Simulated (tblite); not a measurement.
Run record: tight-binding relaxation, `CS[Si@@H]1CC[SiH2]P1`.

Computed with GFN2-xTB geometry optimisation, gas phase (tblite 0.8.0). Start geometry: from a force field or distance geometry. The input is one job of a driver script: a line of settings, then coordinates in Å.

Command:
```bash
OMP_NUM_THREADS=1 python probes_run.py task.json out
```

Input:
```
{"job": {"kind": "relax", "xc": "GFN2-xTB", "basis": "xTB"}, "charge": 0, "multiplicity": 1}
C      3.502000    -0.026000    -0.489400
S      2.303400    -1.207900     0.157900
Si     0.386400    -0.430800     0.516600
C     -0.973500    -1.285400    -0.474500
C     -2.239800    -0.519400    -0.267100
Si    -2.036200     1.184500    -0.976700
P      0.077400     1.592200    -0.385400
H      4.483500    -0.550000    -0.525600
H      3.598400     0.882800     0.144300
H      3.196200     0.237900    -1.532200
H     -0.028300    -0.470800     1.914000
H     -0.685900    -1.455100    -1.512400
H     -1.131300    -2.292600     0.013600
H     -3.062800    -1.092900    -0.735100
H     -2.427700    -0.437700     0.826600
H     -2.930000     2.086300    -0.238000
H     -2.151600     1.260600    -2.417400
H      0.111100     2.530900     0.704400
```

Q: Estimate the output.

A: 
```
step      E/eV     max force
  0    -578.20261    2.267
  1    -578.41072    0.955
  2    -578.50437    0.786
  3    -578.55832    0.784
  4    -578.62047    0.564
  5    -578.64707    0.367
  6    -578.66405    0.341
  7    -578.68050    0.310
  8    -578.69787    0.371
  9    -578.71669    0.444
... (150 lines left out)
160    -578.84049    0.016
161    -578.84055    0.019
162    -578.84063    0.022
163    -578.84070    0.022
164    -578.84076    0.017
165    -578.84082    0.016
166    -578.84088    0.018
167    -578.84094    0.017
168    -578.84098    0.011
169    -578.84100    0.009
```

«max force» is the largest atomic force in eV/Å.

Q: From which step on does the largest force stay under 0.1 eV/Å, and how much energy is left to gain from there?

A: From step 120 (0.093 eV/Å), 6.0 meV above the end.

Main results: energy lowered by 14.7 kcal/mol over 169 steps; largest atomic force 0.009 eV/Å at the end.

Q: How long does this job take on one thread, Arm Neoverse N1 (aarch64), shared host?

A: About 2.9 s.
Labels such as C1 count atoms from 1, the log's own numbers from 0.
